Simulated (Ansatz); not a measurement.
CuI, triplet, at a GFN2-xTB geometry of the parent state (such geometries of metal compounds can be far from the true shape) (the multiplicity is a formal guess) (core potentials on I); Ansatz (an electronic-structure program) with SVWN5/def2-SVP.

Input for Ansatz:
Ansatz 0.2 input:
```yaml
crystal:
  periodic: [false, false, false]
  atoms:
    - {symbol: Cu, position_ang: [-0.00000000, -0.00000000, -1.64845868]}
    - {symbol: I, position_ang: [0.00000000, 0.00000000, 0.90198683]}
basis:
  gaussian:
    orbitals: def2-SVP
hamiltonian:
  xc: {name: SVWN5}
magnetization: {spin_polarized: true, initial_magnetization: 2}
```

It wrote (shortened):

```
Functional definition: SVWN5
700 factors; their error is unknown
mean field evaluation 1: about -52643.6938 eV, gradient 3.0e1 eV
mean field evaluation 2: about -52200.6360 eV, gradient 3.0e2 eV
mean field evaluation 4: about -52642.7337 eV, gradient 3.2e1 eV
mean field evaluation 8: about -52647.6662 eV, gradient 1.5e-1 eV
mean field evaluation 16: about -52647.6664 eV, gradient 1.0e-4 eV
mean field evaluation 32: about -52645.6353 eV, gradient 8.7e-4 eV
mean field evaluation 64: about -52647.3178 eV, gradient 1.9e0 eV
mean field evaluation 96: about -52647.6038 eV, gradient 1.1e0 eV
mean field -52647.66635826 eV, -1934.7660527961 hartree, gradient 2.0e-6 eV, S^2 2.000875; 12 other end points of the search recorded, 0 dependent functions left out
reference -52647.66639370 eV, -1934.7660540983 hartree; 28, 26 occupied and 29, 31 virtual orbitals, 700 factors
Total energy: -52647.66639370 eV, -1934.7660540983 hartree
```
